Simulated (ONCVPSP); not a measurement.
# An all-electron radial function and its pseudo partner (niobium)

Columns: radius, all-electron u(r) and pseudo u(r) of the 4s shell (level -58.99 eV) of niobium in the configuration [Ar] 3d10 4s2 4p6 4d4 5s0.5 5p0.5; PBEsol, scalar-relativistic, ONCV scheme, ONCVPSP 4.0.1.

```tsv
r (bohr)	all-electron	pseudo
0.110	0.3679	0.1799
0.220	-0.2297	0.3526
0.330	-0.5780	0.5111
0.440	-0.3638	0.6495
0.550	0.0785	0.7632
0.660	0.5047	0.8491
0.770	0.8164	0.9057
0.880	0.9990	0.9333
0.990	1.0721	0.9336
1.100	1.0649	0.9097
1.210	1.0054	0.8657
1.320	0.9164	0.8061
1.430	0.8141	0.7357
1.540	0.7094	0.6590
1.650	0.6092	0.5801
1.760	0.5171	0.5025
1.870	0.4350	0.4290
1.980	0.3632	0.3614
2.090	0.3015	0.3012
2.200	0.2490	0.2489
2.310	0.2048	0.2047
2.420	0.1679	0.1678
2.530	0.1372	0.1372
2.640	0.1119	0.1118
2.750	0.0910	0.0910
2.860	0.0739	0.0739
```

(1) How many radial nodes do the two functions have?

(2) At about which radius was the pseudo-wave matched?

(3) Is the pseudo-wave norm-conserving?

## Answers

(1) The all-electron 4s function has n − l − 1 = 3 (the table is too coarse to show those close to the nucleus); the pseudo-wave has 0, since the states of the same l below it are removed with the core.

(2) 2.20 bohr. The columns agree to 0.0005 from 2.09 bohr on; several derivatives are matched, so the curves merge somewhat inside the radius.

(3) Yes: the ONCV scheme keeps the norm inside the radius equal to the all-electron one, which fixes the energy derivative of the logarithmic derivative at the level.
